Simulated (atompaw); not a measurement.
## Pb: one change to a PAW (atompaw) potential, before and after

```
Element                 : Pb
Generator               : atompaw 4.2.0.5
Type                    : PAW
Functional              : PBE
Relativity              : scalar-relativistic
Frozen core             : [Xe] 4f14 5d10
Valence charge          : 4
Reference configuration : 6s2 6p2
Partial waves           : 6s (bound): rc 1.65 bohr; 6s channel at 3.45 Ry: rc 2.55 bohr; 6p (bound): rc 2.55 bohr; 6p channel at 0.05 Ry: rc 2.55 bohr; 6d channel at 0.05 Ry: rc 2.40 bohr
Local potential         : bessel scheme, radius 2.55 bohr
Core correction         : smooth core density matched at 1.95 bohr
Augmentation charge     : sinc compensation charge, radius 1.90 bohr; PAW radius 2.55 bohr; waves and projectors: custom rrkj vanderbiltortho
```

Change: wave 6d channel at 0.05 Ry: rc 2.40 bohr becomes 6d channel at 0.05 Ry: rc 2.54 bohr.

Cutoffs: the cutoffs (Ry, on a coarse ladder) from which the occupation-weighted sum of valence levels, in a spherical-Bessel basis at the reference potential, stays within 10 and 1 mRy of its value at 400 Ry; they do not see the model core or the augmentation charge, which bear on the density cutoff.

**Question.** What does the change do?

**Answer.** The potential gets neither clearly harder nor softer (15 Ry and 30 Ry → 15 Ry and 30 Ry); the bound ghost in d disappears.

```csv
quantity,base,changed
"cutoff, loose",15 Ry,15 Ry
"cutoff, tight",30 Ry,30 Ry
bound ghosts,d,none
s: phases at 2.56 bohr within 0.05 rad from the reference energy up to (Ry; the scan ends near 5),4.2,4.2
p: phases at 2.56 bohr within 0.05 rad from the reference energy up to (Ry; the scan ends near 5),4.4,4.4
d: phases at 2.56 bohr within 0.05 rad from the reference energy up to (Ry; the scan ends near 5),0.7,0.4
lowest overlap eigenvalue by channel,"s 0.36, p 0.56, d 0.01","s 0.36, p 0.56, d 1.00"
```

 A true bound ghost makes a file unfit for plane-wave use even where its test errors are small: the radial tests pick states by their node count and pass the ghost by. The cutoffs see the waves, projectors and local potential, not the compensation charge or the core.
